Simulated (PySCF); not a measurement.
Compound: C11H12.
Atom-mapped SMILES: `[CH2:1]=[C:2]1[CH2:3][C@:4]1([CH3:5])[c:6]1[cH:7][cH:8][cH:9][cH:10][cH:11]1` (hydrogens: H12, H13 on C1; H14, H15 on C3; H16, H17, H18 on C5; H19 on C7; H20 on C8; H21 on C9; H22 on C10; H23 on C11)

The calculation used PBE0-D3(BJ)/def2-SVP geometry optimisation, gas phase in PySCF 2.14.0.

What internal coordinates does the optimisation give?

| bond | length (Å) | order |
| --- | --- | --- |
| C1=C2 | 1.323 | double |
| C2–C3 | 1.457 | single |
| C3–C4 | 1.545 | single |
| C4–C5 | 1.513 | single |
| C4–C6 | 1.501 | single |
| C6–C7, C6–C11 | 1.402 | aromatic |
| C7–C8, C10–C11 | 1.393 | aromatic |
| C8–C9, C9–C10 | 1.394 | aromatic |
| C2–C4 | 1.474 | single |
| C1–H12 | 1.094 | single |
| C1–H13 | 1.094 | single |
| C3–H14 | 1.096 | single |
| C3–H15 | 1.096 | single |
| C5–H16, C5–H17, C5–H18 | 1.101 | single |
| C7–H19, C11–H23 | 1.092 | single |
| C8–H20, C10–H22 | 1.093 | single |
| C9–H21 | 1.092 | single |

Bonds in one row agree within 0.01 Å and their mean is given. Orders are formal, as drawn. A selection of angles:
| angle | degrees |
| --- | --- |
| C1–C2–C3 | 149.0 |
| C1–C2–C4 | 147.4 |
| C3–C2–C4 | 63.6 |
| C2–C3–C4 | 58.7 |
| C3–C4–C5 | 116.2 |
| C3–C4–C6 | 116.9 |
| C5–C4–C6 | 117.1 |
| C2–C4–C3 | 57.7 |
| C2–C4–C5 | 117.0 |
| C2–C4–C6 | 118.5 |
| C4–C6–C7 | 121.0 |
| C7–C6–C11 | 118.0 |
| C6–C7–C8 | 121.0 |
| C7–C8–C9 | 120.4 |
| C8–C9–C10 | 119.2 |

Dihedral angles: C1–C2–C3–C4 179° (antiperiplanar); C2–C3–C4–C5 -107° (anticlinal); C3–C4–C6–C7 129° (anticlinal); C1–C2–C4–C3 -179° (antiperiplanar).

The 6-membered ring C6–C7–C8–C9–C10–C11 has internal angles of 118.0° to 121.0° (sum 720°, against 720° for a flat polygon); it is planar, 0.00 Å rms from its mean plane, widest ring torsion 1°. The 3-membered ring C2–C3–C4 has internal angles of 57.7° to 63.6°. Of the pairs four or more bonds apart, C5···H19 is among the closest relative to their van der Waals radii: 2.56 Å, 88 % of the sum of Bondi's values. The 12 C–C bonds span 1.323 Å (C1=C2, drawn double) to 1.545 Å (C3–C4, drawn single), a spread of 0.222 Å.

Point group: C1 (no symmetry element, even within 0.4 Å). No PBE0-D3(BJ)/def2-SVP frequencies stand behind this structure, so it isn't proved a minimum. The numbers are those of one conformer.
